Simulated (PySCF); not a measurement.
C3HBrClF, SMILES C(=C(F)Cl)=CBr. Geometry: r2SCAN-D4/def2-SVP.

Computed equilibrium geometry at r2SCAN-D4/def2-SVP (PySCF confirms it by a frequency run) as Cartesian coordinates in Å:
```xyz
7

F     -2.3700    -1.4251     0.4518
C     -1.7005    -0.5129    -0.2419
Cl    -2.7353     0.7089    -0.8837
C     -0.4030    -0.5471    -0.4306
C      0.8894    -0.5428    -0.6080
Br     2.1060     0.3264     0.5737
H      1.4047    -1.0324    -1.4412
```
